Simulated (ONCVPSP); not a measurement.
# LDA (Perdew-Wang 92) ONCV dataset for Sr, scalar-relativistic all-electron reference.

Input for ONCVPSP 4.0.1:

```
# ATOM AND REFERENCE CONFIGURATION
# atsym  z   nc   nv     iexc    psfile
  Sr 38.00    6    4  -001012      upf
#
#   n    l    f
    1    0    2.00
    2    0    2.00
    2    1    6.00
    3    0    2.00
    3    1    6.00
    3    2   10.00
    4    0    2.00
    4    1    6.00
    5    0    1.75
    5    1    0.25
#
# PSEUDOPOTENTIAL AND OPTIMIZATION
# lmax
    2
#
#   l,   rc,      ep,       ncon, nbas, qcut
    0    2.45    0.00    4    8    6.40
    1    2.55    0.00    4    8    6.70
    2    2.60    0.03    4    9    3.30
#
# LOCAL POTENTIAL
# lloc, lpopt,  rc(5),   dvloc0
    4    5    2.30    0.00
#
# VANDERBILT-KLEINMAN-BYLANDER PROJECTORs
# l, nproj, debl
    0    3    2.30
    1    3    3.30
    2    1    1.30
#
# MODEL CORE CHARGE
# icmod, fcfact, rcfact
    0    0.00    0.00
#
# LOG DERIVATIVE ANALYSIS
# epsh1, epsh2, depsh
   -3.00    5.00    0.02
#
# OUTPUT GRID
# rlmax, drl
    6.00    0.01
#
# TEST CONFIGURATIONS
# ncnf
    4
# nvcnf
#   n    l    f
    4
    4    0    2.00
    4    1    6.00
    5    0    2.00
    5    1    0.00
#
    4
    4    0    2.00
    4    1    6.00
    5    0    1.00
    5    1    0.00
#
    4
    4    0    2.00
    4    1    6.00
    5    0    0.00
    5    1    0.00
#
    5
    4    0    2.00
    4    1    6.00
    5    0    1.00
    5    1    0.00
    4    2    1.00
#
```

Command:

```bash
oncvpsp.x < Sr.dat > Sr.out
```

Output (shortened: citation, most of the input echo, consistency checks and plot data are left out):

```
ONCVPSP  (Optimized Norm-Conservinng Vanderbilt PSeudopotential)
scalar-relativistic version 4.0.1

#   n    l    f        energy (Ha)
    1    0    2.00    -5.8480130E+02
    2    0    2.00    -7.9213084E+01
    2    1    6.00    -7.0447703E+01
    3    0    2.00    -1.2239478E+01
    3    1    6.00    -9.4113533E+00
    3    2   10.00    -4.7252891E+00
    4    0    2.00    -1.5164099E+00
    4    1    6.00    -8.5250909E-01
    5    0    1.75    -1.4060100E-01
    5    1    0.25    -5.4165947E-02

Reference configufation results
  iterations    20
  all-electron total energy (Ha)   -3.17579452D+03

Begin loop to  construct optimized pseudo wave functions
and semi-local pseudopoentials for all angular momenta

   Wellstate for l =  0  n =  7
     eigenvalue =   2.1594
     asymptotic potential =   2.6594
     half-point radius =  4.5401

Calculating optimized projector #   1

 for l=   0

    Fraction of norm inside rc  0.973451
    Optimizing pswf for qcut=   6.39 a_B^-1,  ecut=  20.43 Ha
    Residual kinetic energy error=  7.05D-09 Ha

    Energy error per electron        Cutoff
         Ha          eV             Ha
         0.01000     0.27211        6.08
         0.00100     0.02721       10.00
         0.00010     0.00272       12.77
         0.00001     0.00027       14.95

Calculating optimized projector #   2

 for l=   0

    Fraction of norm inside rc  0.085845
    Optimizing pswf for qcut=   6.39 a_B^-1,  ecut=  20.43 Ha
    Residual kinetic energy error=  6.64D-09 Ha

    Energy error per electron        Cutoff
         Ha          eV             Ha
         0.01000     0.27211        2.52
         0.00100     0.02721        8.74
         0.00010     0.00272       12.24
         0.00001     0.00027       14.88

Calculating optimized projector #   3

 for l=   0

    Fraction of norm inside rc  0.155295
    Optimizing pswf for qcut=   6.39 a_B^-1,  ecut=  20.43 Ha
    Residual kinetic energy error=  3.11D-07 Ha

    Energy error per electron        Cutoff
         Ha          eV             Ha
         0.01000     0.27211        9.25
         0.00100     0.02721       13.26
         0.00010     0.00272       15.83
         0.00001     0.00027       17.98

   Wellstate for l =  1  n =  7
     eigenvalue =   3.2458
     asymptotic potential =   3.7458
     half-point radius =  4.0235

Calculating optimized projector #   1

 for l=   1

    Fraction of norm inside rc  0.935597
    Optimizing pswf for qcut=   6.70 a_B^-1,  ecut=  22.46 Ha
    Residual kinetic energy error=  2.75D-09 Ha

    Energy error per electron        Cutoff
         Ha          eV             Ha
         0.01000     0.27211        6.24
         0.00100     0.02721        8.45
         0.00010     0.00272       10.62
         0.00001     0.00027       12.54

Calculating optimized projector #   2

 for l=   1

    Fraction of norm inside rc  0.034165
    Optimizing pswf for qcut=   6.70 a_B^-1,  ecut=  22.46 Ha
    Residual kinetic energy error=  3.13D-10 Ha

    Energy error per electron        Cutoff
         Ha          eV             Ha
         0.01000     0.27211        3.65
         0.00100     0.02721        6.00
         0.00010     0.00272        7.99
         0.00001     0.00027        9.62

Calculating optimized projector #   3

 for l=   1

    Fraction of norm inside rc  0.175493
    Optimizing pswf for qcut=   6.70 a_B^-1,  ecut=  22.46 Ha
    Residual kinetic energy error=  8.03D-07 Ha

    Energy error per electron        Cutoff
         Ha          eV             Ha
         0.01000     0.27211        7.05
         0.00100     0.02721        9.03
         0.00010     0.00272       18.44
         0.00001     0.00027       20.55

WARNING wellstate: moderately localized bound state found for n= 4 l=  2
WARNING scattering state with energy  0.05000000
WARNING will be used for the first projector

   Wellstate for l =  2  n =  5
     eigenvalue =   0.0500
     asymptotic potential =   0.5500
     half-point radius = 22.8845

Calculating optimized projector #   1

 for l=   2

    Fraction of norm inside rc  0.094182
    Optimizing pswf for qcut=   3.31 a_B^-1,  ecut=   5.47 Ha
    Residual kinetic energy error=  1.59D-03 Ha

    Energy error per electron        Cutoff
         Ha          eV             Ha
         0.01000     0.27211        3.74
         0.00100     0.02721        6.00
         0.00010     0.00272       36.97
         0.00001     0.00027       46.29

Construct Vanderbilt / Kleinmman-Bylander projectors

B matrix Hermiticity error, ll=   0
   1   2    7.7976E-05
   1   3    2.7632E-04
   2   3   -7.2736E-05

  Orthonormal projector coefficients  4.7008E+00  4.5993E-01 -1.1834E-01

B matrix Hermiticity error, ll=   1
   1   2    2.7615E-05
   1   3    2.6256E-04
   2   3   -6.8711E-05

  Orthonormal projector coefficients  1.6837E+00 -3.3934E-01  1.3415E-01

Pseudoatom total energy  -31.057615

Diagnostic tests using Vanderbilt-Kleinman-Bylander pseudopotentials
  1 or more projectors used as specified by nproj input data

   l    rcore       rmatch      e in        delta e   norm test  slope test

   0   2.4574760   2.5320903  -1.5164099   0.0000006   1.0001048   1.0000962
   0   2.4574760   2.5320903  -0.1406010   0.0000007   1.0000155   1.0000119
   0   2.4574760   2.5320903   2.1593990   0.0000044   1.0002032   1.0002032

   1   2.5625666   2.6403716  -0.8525091   0.0000001   1.0000737   1.0000743
   1   2.5625666   2.6403716  -0.0541659   0.0000006   1.0000175   1.0000146
   1   2.5625666   2.6403716   3.2458340   0.0000152   1.0002376   1.0002376

   2   2.6089701   2.6881840   0.0500000   0.0000003   1.0000005   1.0000005

 Testing for bound ghosts
   n   l    E NL Schr. Eq   E Basis Diag.   E Cutoff

   1   0       -1.516409       -1.516409     58.17
   2   0       -0.140600       -0.122909     58.17

   2   1       -0.852509       -0.852508     60.43
   3   1       -0.054165       -0.011437     60.43

   3   2       -0.060129       -0.053329     50.67

 Testing for highly-localized positive-energy ghosts
       l    <radius>/rc     E Basis Diag.   E Cutoff

Test configuration 0

   n   l     f        eae           eps        diff
   1   0  2.0000 -584.80129618
   2   0  2.0000  -79.21308381
   2   1  6.0000  -70.44770265
   3   0  2.0000  -12.23947847
   3   1  6.0000   -9.41135326
   3   2 10.0000   -4.72528914
   4   0  2.0000   -1.51640994   -1.51640939    5.51D-07
   4   1  6.0000   -0.85250909   -0.85250894    1.50D-07
   5   0  1.7500   -0.14060100   -0.14060034    6.68D-07
   5   1  0.2500   -0.05416595   -0.05416534    6.09D-07

    Total energies and differences
      AE_ref= -3.17579452D+03  AE_tst= -3.17579452D+03  dif=  0.00D+00
      PS_ref= -3.10576155D+01  PS_tst= -3.10576155D+01  dif=  4.97D-14
      PSP excitation error= -4.97D-14

Test configuration 1

   n   l     f        eae           eps        diff
   1   0  2.0000 -584.78834043
   2   0  2.0000  -79.20011505
   2   1  6.0000  -70.43474962
   3   0  2.0000  -12.22651261
   3   1  6.0000   -9.39839293
   3   2 10.0000   -4.71233249
   4   0  2.0000   -1.50373293   -1.50369013    4.28D-05
   4   1  6.0000   -0.84008741   -0.84007671    1.07D-05
   5   0  2.0000   -0.13381919   -0.13381726    1.92D-06

    Total energies and differences
      AE_ref= -3.17579452D+03  AE_tst= -3.17581598D+03  dif= -2.15D-02
      PS_ref= -3.10576155D+01  PS_tst= -3.10790813D+01  dif= -2.15D-02
      PSP excitation error=  6.21D-08

Test configuration 2

   n   l     f        eae           eps        diff
   1   0  2.0000 -585.02765293
   2   0  2.0000  -79.43902552
   2   1  6.0000  -70.67367173
   3   0  2.0000  -12.46498814
   3   1  6.0000   -9.63684044
   3   2 10.0000   -4.95074170
   4   0  2.0000   -1.73925775   -1.73945485   -1.97D-04
   4   1  6.0000   -1.07384072   -1.07388482   -4.41D-05
   5   0  1.0000   -0.31539659   -0.31540601   -9.42D-06

    Total energies and differences
      AE_ref= -3.17579452D+03  AE_tst= -3.17559333D+03  dif=  2.01D-01
      PS_ref= -3.10576155D+01  PS_tst= -3.08564095D+01  dif=  2.01D-01
      PSP excitation error= -1.70D-05

Test configuration 3

   n   l     f        eae           eps        diff
   1   0  2.0000 -585.31163516
   2   0  2.0000  -79.72224872
   2   1  6.0000  -70.95691401
   3   0  2.0000  -12.74738108
   3   1  6.0000   -9.91918014
   3   2 10.0000   -5.23301236
   4   0  2.0000   -2.01607333   -2.01672032   -6.47D-04
   4   1  6.0000   -1.34709077   -1.34725365   -1.63D-04

    Total energies and differences
      AE_ref= -3.17579452D+03  AE_tst= -3.17518260D+03  dif=  6.12D-01
      PS_ref= -3.10576155D+01  PS_tst= -3.04456291D+01  dif=  6.12D-01
      PSP excitation error= -7.13D-05

Test configuration 4

   n   l     f        eae           eps        diff
   1   0  2.0000 -584.75464102
   2   0  2.0000  -79.16191534
   2   1  6.0000  -70.39694142
   3   0  2.0000  -12.18876329
   3   1  6.0000   -9.36060578
   3   2 10.0000   -4.67418890
   4   0  2.0000   -1.46654189   -1.46917952   -2.64D-03
   4   1  6.0000   -0.80574007   -0.80721490   -1.47D-03
   5   0  1.0000   -0.12543241   -0.12540120    3.12D-05
   4   2  1.0000   -0.03688721   -0.03674453    1.43D-04

    Total energies and differences
      AE_ref= -3.17579452D+03  AE_tst= -3.17573005D+03  dif=  6.45D-02
      PS_ref= -3.10576155D+01  PS_tst= -3.09929545D+01  dif=  6.47D-02
      PSP excitation error= -1.95D-04
```

The run took about 3.8 s on one core of a shared server CPU.
